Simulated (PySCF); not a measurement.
Molecule: SMILES C(F)(F)[C@@H]1CCO[C@@H]1F, C₅H₇F₃O.

Geometry (Å), atoms numbered from 1 in this order:
```xyz
16

F     2.2920   -1.4794    0.1090
C     1.7827   -0.3600   -0.4597
F     2.7601    0.5748   -0.3916
C     0.5547    0.1057    0.3043
C    -0.5708   -0.9318    0.3707
C    -1.8277   -0.0573    0.4963
O    -1.4449    1.2768    0.1380
C    -0.1809    1.2723   -0.3701
F    -0.2180    1.0333   -1.7428
H     1.5872   -0.5746   -1.5205
H     0.8637    0.4190    1.3058
H    -0.5926   -1.5076   -0.5553
H    -0.4569   -1.6161    1.2070
H    -2.2050   -0.0147    1.5212
H    -2.6298   -0.3902   -0.1669
H     0.2786    2.2590   -0.2568
```

Frames of a GFN2-xTB Langevin trajectory at 600 K; GIAO PBE0/pcSseg-1 shieldings in PySCF 2.14.0 with density-fitted response routines, gas phase, non-relativistic; equivalent atoms averaged within each frame.

Shifts are taken against calculated references (same method and geometry level): CFCl3 for $^{19}$F (170.95 ppm); $^{13}$C (186.93 ppm) and $^{1}$H (31.72 ppm) vs TMS; H2O for $^{17}$O (336.08 ppm). The references are static minima.

Task: How do the shifts (ppm) fluctuate along the trajectory?

Result: 
```
         time (fs)      F1      F3      F9     C2     C8    C6    C4    C5     O7   H16
               250  -129.2  -135.1  -149.2  125.0  120.1  62.7  50.6  30.9   99.1  7.88
               425  -136.7  -125.8  -128.6  123.8  119.0  65.0  50.6  33.6  119.3  7.47
               625  -109.4   -98.7  -157.3  133.9  123.6  79.5  55.2  26.1  133.8  6.31
               800  -133.1   -83.2  -156.5  134.2  116.1  86.6  57.8  23.0  131.6  6.91
              1000  -134.4  -150.3  -182.1  125.5  111.5  60.4  50.6  26.4   98.2  5.67
    mean of frames  -128.6  -118.6  -154.7  128.5  118.1  70.8  53.0  28.0  116.4  6.85
standard deviation    11.0    27.3    19.2    5.1    4.5  11.5   3.4   4.2   17.1  0.88
```

5 frames give an uncertainty of the mean of about the standard deviation over 2.2 at best, since frames this close in time may not be independent; classical motion lacks zero-point vibration, and the reference would need the same averaging.
